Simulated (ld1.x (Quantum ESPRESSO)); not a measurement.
## In: RRKJ pseudisation with PBEsol, fully relativistic reference atom.

ld1.x (Quantum ESPRESSO) 7.5 input, shortened:

```
&input
   title='In', zed=49., rel=2, dft='PBESOL', iswitch=3,
   config='[Kr] 4d10 5s1 5p2', rel_dist='average'
 /
 &inputp
   pseudotype=2, tm=.false., lloc=0,
   nlcc=.true.
 /
3
5P  2  1   2.00   0.00  2.20  2.20  0.0
4D  3  2  10.00   0.00  1.75  1.75  0.0
5S  1  0   1.00   0.00  1.60  1.60  0.0
 &test
   configts(1)='4d10 5s1 5p2'
 /
```

Open shells are filled in proportion to 2j + 1 (rel_dist='average').

All-electron outer shells of the reference configuration (PBEsol, scalar-relativistic, ld1.x):

```tsv
shell	level (eV)	outermost node (bohr)	outermost maximum (bohr)
4s	-121.19	0.41	0.77
4p	-79.70	0.42	0.82
4d	-20.21	0.40	0.94
5s	-9.25	1.02	2.13
5p	-3.24	1.14	2.78
```

(1) Estimate the cutoffs (Ry, on a coarse ladder) from which the occupation-weighted sum of valence levels, in a spherical-Bessel basis at the reference potential, stays within 10 and 1 mRy of its value at 400 Ry.

(2) Does the potential have ghost states?

(3) Tests: 4d10 5s2 5p1; 4d10 5s2 5p0; 4d10 5s1 5p0; 4d10 5s1 5p1; 4d10 5s0 5p3; 4d9 5s2 5p1; 4d10 5s2 5p0.5. Which has the largest error in its energy relative to the reference configuration, and how large is it?

Results:

(1) 55 Ry and 90 Ry.

(2) No extra level below or beside the all-electron valence levels (p1/2, p3/2, d3/2, d5/2, s, f tested).

(3) 4d9 5s2 5p1, with -32 meV (all-electron minus pseudo) on +19.22 eV.
